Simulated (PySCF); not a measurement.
SbCl₃: from structure and modes to constants

Computed with PBE0 in PySCF with Sb def2-TZVP with ECP28, Cl def2-TZVP; scalar-relativistic core potentials, no spin–orbit coupling; density-fitted integrals.

The singlet minimum has C3v symmetry. Masses (u): Sb 120.90382, Cl 34.96885.

```xyz
4
charge 0 multiplicity 1, angstrom
Sb    0.0000   -0.5170   -0.1369
Cl    0.0009    0.0777    2.1213
Cl    1.7582    0.8578   -0.8239
Cl   -1.7591    0.8574   -0.8224
```

Harmonic wavenumbers (cm⁻¹): 120.6 (e, ×2), 150.1 (a1, ×1), 362.9 (e, ×2), 385.2 (a1, ×1).

(1) Find the principal moments of inertia and the rotational constants. What kind of rotor is it?

(2) What is the harmonic zero-point energy?

(3) Find the vibrational entropy and heat capacity at 298.15 K.

(4) Give the standard entropy (298.15 K, 1 bar) by its translational, rotational, vibrational and spin parts, and Cp.

Results:

(1) About the centre of mass I = 290.98, 290.98, 432.59 u Å². With B = 16.8576/I this gives 0.05793, 0.05793, 0.03897 cm⁻¹. The molecule is an oblate symmetric top.

(2) Half the sum of all 6 wavenumbers, 1502/2 = 751 cm⁻¹, which is 9.0 kJ/mol (1 cm⁻¹ = 0.0119627 kJ/mol).

(3) With u = 1.43878 ω/T, each mode gives S = R[u/(eᵘ−1) − ln(1−e⁻ᵘ)] and C = R u² eᵘ/(eᵘ−1)².
```tsv
ω (cm⁻¹)	u	S (J/(mol K))	C (J/(mol K))
120.6 (×2)	0.582	12.93	8.08
150.1	0.724	11.18	7.96
362.9 (×2)	1.751	4.64	6.48
385.2	1.859	4.26	6.28
```
The sums over all modes are S = 50.6 and C = 43.4 J/(mol K); the softest mode gives 26 % of the entropy (each member, where degenerate).

(4) Sackur–Tetrode with M = 225.81 u gives 176.4; rotation with symmetry number 3 gives 111.8; vibration 50.6; spin R ln 1 = 0.0. The total is 338.8 J/(mol K), and Cp = 4 R + 43.4 = 76.6 J/(mol K).
